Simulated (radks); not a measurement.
Spherical quantum dot in the effective-mass picture: electrons in a hard-walled sphere of radius 7.76, with a point charge +1 (a donor) at the centre, all in effective atomic units (hartree* = m*/eps^2 hartree, bohr* = eps/m* bohr), one dielectric constant everywhere. Method: non-relativistic Kohn-Sham, LDA (Slater exchange, Perdew-Wang correlation), spin-polarised, spherical densities; computed with a radial shooting solver with Libxc functionals. Levels are named by radial order and angular momentum (1s, 1p, 1d, 2s, ...), and open shells are averaged over m.

N = 4, configuration 1s2 1p(up 2, down 0). This is the lowest configuration that the search found. Occupied and some empty levels:

level,occupation,eigenvalue (hartree*),<r> (bohr*)
1s up,1,0.44712,2.956
1s down,1,0.45562,2.475
1p up,2,0.56038,4.878
1p down,0,0.59502,4.863
2s up,0,0.59637,3.826
2s down,0,0.61320,4.218
1d up,0,0.65556,5.221
1d down,0,0.69084,5.234
1f up,0,0.77514,5.455
1f down,0,0.80983,5.474

Energy (hartree*): total 0.317080, kinetic 0.79519, external -1.7025, Hartree 1.9188, exchange-correlation -0.69438.
